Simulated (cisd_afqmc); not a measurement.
Input (AFQMC/CISD/def2-QZVPP; cisd_afqmc is a phaseless AFQMC code with CISD trial states that reads the integrals written by Ansatz): A basis named .json is the Basis Set Exchange file of that set.

Ansatz 0.2 input:
```python
import cisd_afqmc

open("ham.yaml", "w").write("""\
crystal:
  periodic: [false, false, false]
  atoms:
    - {symbol: Te, position_ang: [0.00000000, 0.00000000, 0.00000000]}
basis:
  gaussian:
    orbitals: def2-QZVPP.json
magnetization: {spin_polarized: true, initial_magnetization: 2}
correlation: {method: ccsd, electrons: outside_noble_gas, hamiltonian_folder: ham}
scf: {lower_state_search: full}
""")
rep = cisd_afqmc.ansatz("ham.yaml")
e_ccsd = rep["correlation"]["coupled_cluster"]["energy"]["hartree"]
out = cisd_afqmc.run("ham", e_ccsd, trial="CISD", walkers=100, populations=8, threads=8, dt=0.005, steps=40, early=36, settle=10, least=32,
    cut=5e-5, rank_cut=2e-4, target=0.0004, seconds=1500, seed=1, memory=12960, gpu=False)
```

Output:

```
orbitals 73, occupied [4, 2], factors 407 of 517, rank of the doubles 171 of 418
E(HF) = -267.006942
E(CCSD) on the cut factors = -267.118690, shift to the whole factors -0.000002
Energy of the trial state on the determinant = -267.118617
  tau behind 10.8 of longer steps, mean of the populations' last blocks
   2.0  -267.12311
   4.0  -267.12334
   6.0  -267.12315
   8.0  -267.12353
blocks 311 (1 outliers left out), error by blocks joined: 1: 0.00006, 2: 0.00007, 4: 0.00009, 8: 0.00010, 16: 0.00012
E(AFQMC/CISD) = -267.12333 +/- 0.00012
```
